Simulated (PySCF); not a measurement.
Compound: C₆H₈N₂OSi.
Numbering: `[CH:1]#[C:2][c:3]1[n:4][cH:5][cH:6][n:7]1[SiH2:8][O:9][CH3:10]` (hydrogens: H11 on C1; H12 on C5; H13 on C6; H14, H15 on Si8; H16, H17, H18 on C10)

Structure used (PBE0-D3(BJ)/def2-SVP), in Å, numbered top down from 1:
```xyz
18
C6H8N2OSi angstrom
C      1.4723    2.7207    0.1274
C      1.5308    1.5140    0.0089
C      1.5137    0.0989   -0.1232
N      2.5473   -0.6973   -0.2955
C      2.0264   -1.9527   -0.3677
C      0.6566   -1.9196   -0.2365
N      0.3207   -0.5957   -0.0799
Si    -1.2999    0.1055    0.1176
O     -2.2557   -1.2431    0.0987
C     -3.6556   -1.2639    0.1777
H      1.4432    3.7897    0.2314
H      2.6598   -2.8275   -0.5096
H     -0.1023   -2.6975   -0.2393
H     -1.3780    0.8346    1.4121
H     -1.5999    1.0162   -1.0209
H     -4.1245   -0.6944   -0.6449
H     -3.9946   -2.3075    0.1043
H     -4.0207   -0.8531    1.1361
```

Level: PBE0/pcSseg-1 in PySCF, non-relativistic, on one gas-phase PBE0-D3(BJ)/def2-SVP geometry that isn't relaxed in the solvent. The solvent is an IEF-PCM continuum (cavity from Bondi-type radii × 1.2). Specific hydrogen bonds and non-electrostatic terms are outside this model.

Gas phase at PBE0/pcSseg-1: HOMO -6.47 eV, LUMO -0.70 eV, dipole 5.16 D.

What does the continuum do to the energy, the frontier levels and the dipole at PBE0/pcSseg-1 in tetrahydrofuran and acetone?

```json
{"solvent": "tetrahydrofuran", "ε": "7.426", "E(solvent) − E(gas) (kcal/mol)": "-7.00", "polarisation term (kcal/mol)": "-8.13", "distortion of the solute (kcal/mol)": "1.13", "HOMO (eV)": "-6.66", "LUMO (eV)": "-0.89", "dipole (D)": "6.29"}
{"solvent": "acetone", "ε": "20.49", "E(solvent) − E(gas) (kcal/mol)": "-8.17", "polarisation term (kcal/mol)": "-9.72", "distortion of the solute (kcal/mol)": "1.55", "HOMO (eV)": "-6.70", "LUMO (eV)": "-0.93", "dipole (D)": "6.48"}
```

Polarisation term: ½ Σ q·V over the induced surface charges. Distortion: the rise of the solute's own energy as its density leaves the gas-phase optimum. From tetrahydrofuran to acetone the lowering changes by a factor 1.17, Onsager's factor (ε − 1)/(2ε + 1) by 1.15 and ε itself by 2.8.

Which radius a makes the point-dipole formula ΔE = −[(ε − 1)/(2ε + 1)]·μ²/a³ give the value in acetone, with the gas-phase dipole?

μ = 2.031 au and |ΔE| = 0.01303 Eh give a = 2.79 Å; the farthest nucleus lies 4.60 Å from the centroid of the nuclei, so such a sphere wouldn't even hold the nuclei. The formula assumes a rigid point dipole at the centre of a sphere.

Give the dipole vector in the frame of the coordinates (D, pointing from negative to positive charge), gas and acetone.

Gas (-5.14, 0.29, 0.43), solvent (-6.44, 0.58, 0.55). Its length changes by +26 % and its direction by 2°.

Which Hirshfeld charges (PBE0/pcSseg-1) respond most in acetone (means over atoms taken as equivalent)?

```tsv
atoms	environment	gas (e)	solvent (e)	change
N4	pyridine-type nitrogen	-0.194	-0.235	-0.041
C2	alkyne carbon	-0.047	-0.066	-0.019
H11	alkyne hydrogen	+0.101	+0.119	+0.018
H13	aromatic hydrogen	+0.059	+0.069	+0.010
C1	terminal alkyne carbon	-0.090	-0.081	+0.009
C5	aromatic CH next to a ring nitrogen	-0.037	-0.045	-0.008
C3	substituted aromatic carbon	+0.083	+0.075	-0.008
O9	silyl ether oxygen	-0.221	-0.227	-0.006
C6	aromatic CH next to a ring nitrogen	-0.026	-0.020	+0.006
Si8	oxygen-bound silicon	+0.450	+0.456	+0.006
H12	aromatic hydrogen	+0.057	+0.062	+0.005
H16/H17/H18	methyl hydrogen	+0.047	+0.053	+0.006
```

Which Mayer bond orders change most in acetone?

```tsv
bond	length (Å)	gas	solvent	change
N7–C3	1.381	1.073	1.099	+0.026
C1–C2	1.214	2.311	2.285	-0.026
N7–Si8	1.777	0.780	0.757	-0.023
O9–C10	1.402	0.894	0.877	-0.017
C3–N4	1.316	1.572	1.557	-0.015
C5–C6	1.376	1.527	1.539	+0.012
N4–C5	1.361	1.366	1.357	-0.009
C6–N7	1.375	1.150	1.158	+0.008
```

Hardware: one thread, Arm Neoverse N1 (aarch64), on a shared host. Cost: 79 s, 1.2 GiB resident at most. This is the whole shielding run at PBE0/pcSseg-1 in acetone, SCF included.
